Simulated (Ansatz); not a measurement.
`B[S][GeH3]` → `BS` + `[GeH2]` at 400 K and 1 bar (germylene loss).

Gas-phase electronic energies from Ansatz, PBE0-D4/def2-TZVP geometries. CCSD(T)/CBS adds triple-zeta CCSD(T) − MP2 to the extrapolated MP2 energy (def2 sets, frozen cores). This one scheme is used for every species. For Ge outer-core shells are correlated without core-valence functions, which leaves a few kJ/mol of doubt a bond. Scalar relativity is left out up to krypton.

| species | CCSD(T)/CBS energy (Eh) | H − E (kJ/mol) | S (J/(mol·K)) |
| --- | --- | --- | --- |
| `B[S][GeH3]` | -2501.70931 | 148.3 | 352.5 |
| `BS` | -424.38198 | 95.9 | 260.4 |
| `[GeH2]` | -2077.24753 | 42.4 | 231.0 |

H − E and S are ideal-gas, rigid-rotor, harmonic terms from PBE0-D4/def2-TZVP. 1 Eh = 2625.50 kJ/mol, R = 8.31446 J/(mol·K).

**Question.** By hand: ΔE, ΔH, ΔS and ΔG.

**Answer.** ΔE = (-424.38198) + (-2077.24753) − (-2501.70931) = 0.07980 Eh = 209.5 kJ/mol. Δ(H − E) = 95.9 + 42.4 − 148.3 = -10.0, so ΔH = 199.5 kJ/mol. ΔS = 260.4 + 231.0 − 352.5 = 138.9 J/(mol·K). ΔG = 199.5 − 400 × (138.9)/1000 = 143.9 kJ/mol.

**Question.** By hand: the equilibrium constant, and the temperature at which ΔG would vanish if ΔH and ΔS stayed fixed.

**Answer.** log₁₀ K = −ΔG/(RT ln 10) = -18.8. ΔG = 0 at ΔH/ΔS = 1436 K.

The number of gas molecules changes by +1, which sets the sign of ΔS. A doubt of 5 kJ/mol in ΔE shifts log₁₀ K by 0.7 here. Modes under 60 cm⁻¹, often nearly free rotors, make the harmonic entropy too high. These are equilibria of isolated gas molecules and say nothing of rates. Largest T1 diagnostic: 0.015 (customary marks: 0.02 for closed shells, 0.045 for open ones).
